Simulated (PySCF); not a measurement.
Two species compared at the same levels of theory.

First species: C5H8F2O2.
SMILES: `CCOCO/C(F)=C/F`

Second species: C₅H₈FN₂ (charge +1).
InChI=1S/C5H8FN2/c1-7-3-5(6)4-8(7)2/h3-4H,1-2H3/q+1

Levels: PBE0/def2-SVPD for HOMO energy, LUMO energy, HOMO–LUMO gap, static isotropic polarisability and electronic spatial extent ⟨r²⟩ about the centre of nuclear charge; TDDFT PBE0/def2-SVPD for lowest singlet excitation; TDA PBE0/def2-SVPD for lowest triplet excitation (Tamm–Dancoff); GFN2-xTB for rotational constant A and rotational constant C. Geometries: GFN2-xTB. All species are isolated and taken at one optimised geometry, non-relativistic unless stated; the electronic structure was computed with PySCF and density fitting.

Dipoles, sizes and rotational constants follow the conformer. The torsions of the flexible species, by atom-mapped SMILES:
- `[CH3:1][CH2:2][O:3][CH2:4][O:5]/[C:6]([F:7])=[CH:8]/[F:9]`: C1–C2–O3–C4 172°, C2–O3–C4–O5 68°, O3–C4–O5–C6 172°, C4–O5–C6–F7 10°

Values for the first species:

```
HOMO energy                                                       : -6.67 eV
LUMO energy                                                       : 0.42 eV
HOMO–LUMO gap                                                     : 7.09 eV
Lowest singlet excitation                                         : 5.74 eV
Lowest triplet excitation (Tamm–Dancoff)                          : 4.31 eV
Static isotropic polarisability                                   : 74.7 au
Electronic spatial extent ⟨r²⟩ about the centre of nuclear charge : 1922 bohr²
Rotational constant A                                             : 5.214 GHz
Rotational constant C                                             : 0.550 GHz
```

Estimate the same properties for the second species, and the change in each.

```json
{"property": "HOMO energy", "first": "-6.67 eV", "second": "-12.40 eV", "second less first": "-5.73 eV"}
{"property": "LUMO energy", "first": "0.42 eV", "second": "-5.87 eV", "second less first": "-6.29 eV"}
{"property": "HOMO–LUMO gap", "first": "7.09 eV", "second": "6.53 eV", "second less first": "-0.56 eV"}
{"property": "lowest singlet excitation", "first": "5.74 eV", "second": "5.83 eV", "second less first": "+0.09 eV"}
{"property": "lowest triplet excitation (Tamm–Dancoff)", "first": "4.31 eV", "second": "4.14 eV", "second less first": "-0.17 eV"}
{"property": "static isotropic polarisability", "first": "74.7 au", "second": "67.2 au", "second less first": "-7.5 au"}
{"property": "electronic spatial extent ⟨r²⟩ about the centre of nuclear charge", "first": "1922 bohr²", "second": "937 bohr²", "second less first": "-985 bohr²"}
{"property": "rotational constant A", "first": "5.214 GHz", "second": "4.082 GHz", "second less first": "-1.132 GHz"}
{"property": "rotational constant C", "first": "0.550 GHz", "second": "1.195 GHz", "second less first": "+0.645 GHz"}
```

On the first: S1 lies 1.35 eV below the HOMO–LUMO gap; its leading configuration is HOMO→LUMO, weight 0.83. The polarisability is 11.06 Å³ as a volume (1 au = 0.148185 Å³), or 1.04 au for each of the 72 electrons.

On the second: No computed singlet falls in the visible range (750 to 380 nm, 1.65 to 3.26 eV); S1 lies 2.57 eV above its blue end. In wavenumbers S1 is 47100 cm⁻¹ (1 eV = 8065.54 cm⁻¹).
